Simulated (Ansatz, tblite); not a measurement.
Isomers of Ga$_{6}$ (singlet), found by a short tight-binding search and relaxed with r2SCAN-D4/def2-SVP in Ansatz.

The xTB rows come from tblite. Correlated methods freeze 54 core orbitals; core or outer-core shells of Ga are correlated, in sets that lack core-valence functions.

Run but left out: HF/def2-TZVP (A: restricted singlet, unstable towards broken spin symmetry); BHLYP-D4/def2-TZVP (A: restricted singlet, unstable in another Hartree–Fock run and untested here).

A: The restricted singlet is unstable towards broken spin symmetry in Hartree–Fock (as tested in another run); at PBE-D4/def2-TZVP, r2SCAN-D4/def2-TZVP, PBE0-D4/def2-TZVP this wasn't settled. At MP2/def2-TZVP the restricted singlet (for correlated methods, its reference) is unstable: a solution with broken spin symmetry lies lower. B: The restricted singlet is unstable towards broken spin symmetry in Hartree–Fock (as tested in another run); at PBE-D4/def2-TZVP, r2SCAN-D4/def2-TZVP, PBE0-D4/def2-TZVP this wasn't settled. At MP2/def2-TZVP the restricted singlet (for correlated methods, its reference) is unstable: a solution with broken spin symmetry lies lower.

Other spin states weren't relaxed.

A:

```xyz
6

Ga   -0.520   -0.506    1.753
Ga    1.220   -2.541    0.876
Ga   -1.845    0.374   -0.125
Ga    1.550   -0.028    0.425
Ga   -0.575    2.576   -1.336
Ga    0.170    0.124   -1.593
```

B:

Cartesian coordinates in Å:
```
Ga 0.724 0.606 1.874
Ga 0.482 -1.436 -1.055
Ga 2.053 0.352 -0.257
Ga -1.857 0.954 0.221
Ga -0.524 0.699 -1.908
Ga -0.879 -1.175 1.125
```

Task: Estimate which lies lowest at each level, and how far above it the others are (eV).

Result: 
| level | A | B |
| --- | --- | --- |
| GFN1-xTB | 1.62 | 0.00 |
| PBE-D4/def2-TZVP | 0.77 | 0.00 |
| r2SCAN-D4/def2-TZVP | 0.78 | 0.00 |
| PBE0-D4/def2-TZVP | 0.78 | 0.00 |
| MP2/def2-TZVP | 1.08 | 0.00 |
Point groups (tolerance 0.1 Å): A C2, B C2v. Lower isomers may exist.
